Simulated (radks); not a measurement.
Dynamic dipole polarisability and lines of the iron ion Fe23+, [He] 2s1. Calculated with a radial shooting solver on a logarithmic mesh with Libxc functionals: non-relativistic Kohn-Sham, LDA (Slater exchange, Perdew-Wang correlation), spin-polarised, spherical densities, point nucleus; open shells are filled with parallel spins first. Time-dependent linear response with the Hartree and adiabatic LDA kernel, continuum included through the Sternheimer equations. Lines are the poles of the dipole polarisability below minus the highest occupied eigenvalue, found on a grid refined at the orbital gaps; the lowest seven at most are given, and weak or close lines can be missed. The first line takes the name of the lowest orbital gap if no other gap lies below it; otherwise a line is named after a gap within 0.6 % of it, if that gap stands alone.

photon energy (eV),alpha (bohr^3)
0,0.01572
162.85,-0.001264
358.28,0.00004479
553.70,0.0002714
749.13,0.0004359
944.55,0.0007859
1140.0,0.06707
1335.4,-0.0003690
1530.8,-0.001962
1726.3,-0.0002869
1921.7,0.00006297

Lines (eV, oscillator strength): 49.824 (24.88 nm, 2s-2p), f = 0.0516; 1141.8 (1.086 nm, 2s-3p), f = 0.386; 1518.6 (0.8165 nm, 2s-4p), f = 0.0928; 1688.5 (0.7343 nm, 2s-5p), f = 0.0382; 1779.8 (0.6966 nm, 2s-6p), f = 0.0198; 1834.4 (0.6759 nm, unassigned), f = 0.0117; 1869.8 (0.6631 nm, unassigned), f = 0.00750. Higher lines, where found, are left out when the end of the mesh affects them. Those listed give 100 % of the static polarisability (sum of f/w^2). Orbital energy gaps for comparison: 2s-2p 46.435 eV; 2s-3p 1145.5 eV; 2s-4p 1519.7 eV; 2s-5p 1689.0 eV; 2s-6p 1780.1 eV.
